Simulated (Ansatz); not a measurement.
Isolated molecules relaxed with PBE0-D4/def2-TZVP in Ansatz; ΔE leaves out vibrations. CCSD(T)/CBS adds triple-zeta CCSD(T) − MP2 to the extrapolated MP2 energy (def2 sets, frozen cores). This one scheme is used for every species. DFT in def2-TZVPP. For Ge outer-core shells are correlated without core-valence functions, which leaves a few kJ/mol of doubt a bond. Scalar relativity is left out up to krypton. One conformer a species, not always the lowest.

Reaction (ligand exchange at a Ge–O bond): `O[SiH](F)[O][GeH3]` + `CO[SiH](O)F` → `CO[SiH](F)[O][GeH3]` + `O[SiH](O)F`

```json
{"level": "BLYP-D4", "ΔE (kJ/mol)": "-0.7", "difference from CCSD(T)/CBS": "0.1"}
{"level": "r2SCANh-D4", "ΔE (kJ/mol)": "-0.7", "difference from CCSD(T)/CBS": "0.1"}
{"level": "ωB97X-V", "ΔE (kJ/mol)": "-0.7", "difference from CCSD(T)/CBS": "0.1"}
{"level": "revPBE", "ΔE (kJ/mol)": "-0.1", "difference from CCSD(T)/CBS": "0.7"}
{"level": "BLYP", "ΔE (kJ/mol)": "0.0", "difference from CCSD(T)/CBS": "0.8"}
{"level": "r2SCAN", "ΔE (kJ/mol)": "-0.4", "difference from CCSD(T)/CBS": "0.4"}
{"level": "PBE0", "ΔE (kJ/mol)": "-0.3", "difference from CCSD(T)/CBS": "0.5"}
{"level": "r2SCANh", "ΔE (kJ/mol)": "-0.4", "difference from CCSD(T)/CBS": "0.4"}
{"level": "BHLYP", "ΔE (kJ/mol)": "0.0", "difference from CCSD(T)/CBS": "0.8"}
{"level": "LC-ωPBE", "ΔE (kJ/mol)": "-0.2", "difference from CCSD(T)/CBS": "0.6"}
{"level": "CCSD/def2-SVP", "ΔE (kJ/mol)": "-0.9", "difference from CCSD(T)/CBS": "-0.1"}
{"level": "CCSD(T)/def2-SVP", "ΔE (kJ/mol)": "-1.1", "difference from CCSD(T)/CBS": "-0.3"}
{"level": "MP2/def2-TZVPP", "ΔE (kJ/mol)": "-1.0", "difference from CCSD(T)/CBS": "-0.2"}
{"level": "SCS-MP2/def2-TZVPP", "ΔE (kJ/mol)": "-0.8", "difference from CCSD(T)/CBS": "0.0"}
{"level": "CCSD/def2-TZVPP", "ΔE (kJ/mol)": "-0.8", "difference from CCSD(T)/CBS": "0.0"}
{"level": "CCSD/CBS(def2)", "ΔE (kJ/mol)": "-0.5", "difference from CCSD(T)/CBS": "0.3"}
{"level": "CCSD(T)/CBS", "ΔE (kJ/mol)": "-0.8", "difference from CCSD(T)/CBS": "0"}
```

Largest T1 diagnostic among the species: 0.012.

Leaving LDA and LC-ωPBE aside and taking each functional with its dispersion term where it has one, the values, not all of them listed here, spread over 0.6 kJ/mol, from revPBE-D4 to B2PLYP.
